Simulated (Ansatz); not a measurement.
System: LaF3, charge 0, multiplicity 1. 
Geometry from a B3LYP-D3(BJ)/def2-TZVP (Ansatz, a program for electronic structure) optimisation:
SMILES: [F][La]([F])[F]
```xyz
4

La    -0.0282     0.0580     0.1369
F     -1.7451    -1.2110    -0.1995
F      0.0791     1.8214    -1.1080
F      1.8444    -0.9775     0.4408
```

Basis-set convergence of Hartree-Fock and CCSD correlation energies (hartree) with Ansatz. Valence correlation only, unless marked. Spin-orbit coupling is left out. The frozen core is the preceding noble-gas configuration, with the filled d and f shells of earlier blocks. Past Kr the def2 sets carry scalar-relativistic core potentials.

```json
[
 {"basis": "def2-SVP", "functions": "74", "E(HF)": "-329.47224", "E(corr, CCSD)": "-0.62720"},
 {"basis": "def2-TZVPP", "functions": "149", "E(HF)": "___", "E(corr, CCSD)": "___"}
]
```

### Question
What belongs in the gaps?

### Answer

- def2-TZVPP, E(HF): -329.85590
- def2-TZVPP, E(corr, CCSD): -0.82818
